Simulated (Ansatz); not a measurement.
BBrH5NOSi (`NB(Br)O[SiH3]`), relaxed with RKS PBE0-D4/def2-TZVP in the Gaussian-basis code of Ansatz from a PBE-D4/def2-SVP geometry. The force threshold is 0.005 eV/Å; the program also tests the step.

The species carries charge 0 and has multiplicity 1.

Start:

```xyz
10

N    -1.135   -1.888   -0.147
B    -0.173   -0.896    0.095
Br    1.503   -1.419    0.994
O    -0.370    0.404   -0.276
Si    0.611    1.773   -0.081
H    -1.018   -2.861    0.128
H    -2.025   -1.667   -0.594
H    -0.161    2.902   -0.695
H     0.849    2.051    1.375
H     1.918    1.601   -0.800
```

Task: How much energy does the relaxation release, and in how many steps? (Estimate.)

Result: Ansatz gave: 1.18 kcal/mol, in 7 steps, 1 of them rejected.

Task: Which bonds change most? (Estimate.)

Result: Ansatz gave: O4–Si5 from 1.695 to 1.655 Å; Si5–H9 from 1.501 to 1.483 Å; Si5–H10 from 1.501 to 1.483 Å; Si5–H8 from 1.500 to 1.482 Å.

Task: Give the relaxed structure. (Estimate.)

Result: Ansatz gave: 
```xyz
10

N    -1.127   -1.862   -0.145
B    -0.163   -0.891    0.109
Br    1.488   -1.440    1.008
O    -0.338    0.402   -0.246
Si    0.598    1.757   -0.084
H    -1.014   -2.825    0.110
H    -1.992   -1.635   -0.604
H    -0.184    2.860   -0.690
H     0.851    2.043    1.349
H     1.882    1.590   -0.806
```
